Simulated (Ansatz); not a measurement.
System: C₃H₅, charge 1, singlet. C3H5+ (parent SMILES C[C]=C, singlet).
B3LYP-D3(BJ)/def2-TZVP minimum from Ansatz (a quantum-chemistry and plane-wave program):
```
C
C 1 1.2645
H 2 1.0926 1 121.67
H 2 1.0938 3 117.91 1 -180.00
C 1 1.4019 4 154.51 2 180.00
H 5 1.0936 1 113.22 4 -65.93
H 5 1.0936 6 114.09 1 -131.44
H 5 1.1146 6 106.32 7 -116.86
```
Charge +1, spin multiplicity 1.

Total energies in aug-cc-pVDZ, 16 correlated electrons, 3 frozen orbitals. UHF or UKS for unpaired electrons; spin-orbit terms are left out. Cores are frozen in correlated methods. No relativity. The spin of C3H5+ (parent SMILES C=[C]C, singlet) was assumed, and the state is the lowest solution found for it.

```
method    program  energy (Eh)  minus CCSDT(Q) (mEh)
--------  -------  -----------  --------------------
HF         Ansatz   -116.17933                442.88
MP2        Ansatz   -116.56388                 58.33
CCSD       Ansatz   -116.60417                 18.04
CCSD(T)    Ansatz   -116.62016                  2.05
CCSDT(Q)   Ansatz   -116.62221                  0.00
```

Rough core times of Ansatz's runs on a shared machine: CCSD(T) under 20 s, CCSDT(Q) 20 min.
